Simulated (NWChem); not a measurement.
# Atomisation of thionyl fluoride (F2OS)

```
S
O 1 1.4371
F 1 1.6164 2 106.71
F 1 1.6164 2 106.71 3 98.06
```
Charge 0, spin multiplicity 1.

All runs are NWChem calculations. Structure: optimised with PBE0/def2-SVP, a minimum by its harmonic frequencies.

Basis set: def2-TZVP. The atomisation energy is electronic alone: no zero-point, thermal, spin-orbit or counterpoise terms. No value is extrapolated to the basis-set limit. Free atoms are single determinants with multiplicities O 3, S 3, F 2. Correlated methods freeze the same cores in atoms and molecule, 8 orbitals in all.

B3LYP has NWChem's definition, with VWN1-RPA local correlation. No SCF solution was tested for a lower state. Open-shell Hartree-Fock references start from PBE0 orbitals.

### Question
One of these methods gave an atomisation energy of 299.2 kcal/mol. Which?
(A) MP2
(B) M06-2X
(C) LDA (SVWN5)
(D) B3LYP

### Answer
D, B3LYP. The others give 302.2 (M06-2X), 314.9 (MP2), 404.7 (LDA (SVWN5)).
